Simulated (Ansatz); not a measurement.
Cartesian coordinates in Å:
```
C -3.310 0.354 1.535
C -2.856 0.152 0.436
S -2.302 -0.190 -1.106
S -0.565 0.930 -1.251
Si 0.769 -0.530 -0.392
C 2.473 0.226 -0.376
H -3.707 0.538 2.505
H 0.721 -1.760 -1.223
H 0.293 -0.847 0.978
H 3.188 -0.483 0.050
H 2.803 0.476 -1.386
H 2.493 1.134 0.231
```

Charge 0, multiplicity 1.

(1) List the PBE0/def2-TZVPP orbital energies in eV (Ansatz). (Best estimate.)

## Answers

(1) The calculation gave: Occupied: -2423.92, -2422.93, -1803.04, -279.03, -278.53, -278.15, -219.12, -218.24, -162.99, -162.89, -162.73, -162.11, -161.97, -161.87, -145.33, -100.03, -99.96, -99.96, -23.40, -21.13, -20.09, -18.93, -15.17, -14.46, -13.05, -11.97, -11.86, -11.09, -10.60, -9.84, -9.50, -9.10, -8.27, -7.55, -6.75. Lowest empty: -1.62, 0.18, 0.72, 0.94, 1.12, 1.31, 1.85, 2.17.
